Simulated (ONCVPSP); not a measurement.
Cutoff test, phosphorus, ONCV

P, optimised norm-conserving Vanderbilt (ONCV), made with ONCVPSP 4.0.1 (PBE, fully relativistic). Core [Ne], reference 3s2 3p2.75 (charge +0.25). Waves: 3s: rc 1.55 bohr, ncon 5, nbas 9, qcut 4.8 1/bohr, 2 projectors, debl 1.4 Ha; 3p: rc 1.50 bohr, ncon 4, nbas 7, qcut 4.7 1/bohr, 2 projectors, debl 2.6 Ha. Local part: polynomial inside 0.95 bohr (lpopt 1, dvloc0 4 Ha). Core correction: Teter function, fcfact 3.75, rcfact 1.6.

Open shells are filled in proportion to 2j + 1.

Task: For each optimised wave give the share of its norm inside rc, the residual kinetic energy above qcut (Ha) and the cutoffs (Ha) for errors of 10, 1, 0.1 and 0.01 mHa per electron.

Result:

```
               wave  norm inside rc  residual KE  10 mHa  1 mHa  0.1 mHa  0.01 mHa
                 3s           0.357      3.2e-04     7.0   10.1     17.8      40.4
      s projector 2           0.171      1.6e-03     7.7   20.6    107.1     125.3
           3p j=3/2           0.203      9.9e-05     3.0    4.5     11.1      50.0
p projector 2 j=3/2           0.109      5.1e-03     5.9   70.2     89.0     114.4
           3p j=1/2           0.206      1.0e-04     3.0    4.5     11.1      39.3
p projector 2 j=1/2           0.109      4.7e-03     5.8   68.9     88.7     113.6
```

The occupied waves need 10 Ha and 18 Ha for 1 and 0.1 mHa. The cutoffs count occupied waves only; projector 2 of the p channel, the hardest unoccupied one, needs 70 Ha at the loose tolerance. Note: no bound ghost flagged; GHOST(+) flagged for s at 133.0 eV.
